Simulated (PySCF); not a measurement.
C₃H₅FOSi, SMILES C#C[Si@H](O)CF.

The structure is a stationary point at PBE-D3(BJ)/def2-SVP. The structure was generated by enumeration; whether it is a known compound was not checked. The values are those of a single conformer.

Calculation: B3LYP/def2-TZVP in PySCF.

Computed frontier levels, gap, dipole moment and polarisability:
The highest occupied level is -7.96 eV. The lowest empty level comes out as -1.02 eV and the orbital gap is 6.93 eV. The dipole moment comes out as 2.18 D. The quadrupole, principal values (traceless, Buckingham form, about the centre of nuclear charge) is -7.49, -0.35, 7.84 D·Å and the mean static polarisability is 62.2 bohr³ (9.22 Å³). The polarisability, principal values comes out as 50.5, 54.7, 81.5 bohr³.
